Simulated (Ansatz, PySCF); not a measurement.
AlH, SMILES [AlH] (connectivity only; charge and spin as stated), neutral, multiplicity 1. Atoms are numbered in the order given.

```xyz
2

Al     0.0000     0.0000    -0.1187
H      0.0000     0.0000     1.5431
```

Geometry: B3LYP-D3(BJ)/def2-TZVPD.

Vertical ionisation energy (IE) and electron affinity (EA) in eV. Rows of orbital energies are one-electron estimates. Where ΔSCF, EOM or ADC give a negative EA the extra electron is unbound and the value depends on the basis.

| level | IE | EA |
|---|---|---|
| −ε(HOMO), −ε(LUMO), PBE0/def2-TZVPD (PySCF) | 5.83 | 1.80 |
| −ε(HOMO), −ε(LUMO), CAM-B3LYP/def2-TZVPD (PySCF) | 7.03 | 0.80 |
| −ε(HOMO), −ε(LUMO), PBE/def2-TZVPD (PySCF) | 4.90 | 2.54 |
| EOM-CCSD/aug-cc-pVDZ (PySCF) | 8.20 | 0.08 |
| ADC(2)/aug-cc-pVDZ (PySCF) | 7.98 | 0.08 |
| ΔSCF, ωB97X-V/def2-TZVPD (Ansatz), final states of multiplicity 2 and 2 | 8.21 | -0.07 |
| ΔSCF, PBE/def2-TZVPD (Ansatz), final states of multiplicity 2 and 2 | (withheld) | (withheld) |

Question: Complete the blanks. (An estimate is asked for; the answer gives what the named calculation found.)

Answer: 
- ΔSCF, PBE/def2-TZVPD (Ansatz, an electronic-structure program), final states of multiplicity 2 and 2, IE: 8.13
- ΔSCF, PBE/def2-TZVPD (Ansatz), final states of multiplicity 2 and 2, EA: 0.09

Question: What vertical singlet–triplet gap does ΔSCF give with ωB97X-V/def2-TZVPD (Ansatz) and with PBE/def2-TZVPD (Ansatz)? (Estimate from the structure and the level; the computed values follow.)

Answer: 1.95 and 1.71 eV (triplet above singlet where positive).

Question: Beyond the first one, list the lowest photoelectron lines from PySCF with ADC(2)/aug-cc-pVDZ with their pole strengths (two spins summed). (Estimate from the structure and the level; the computed values follow.)

Answer: 13.05 eV (1.82).
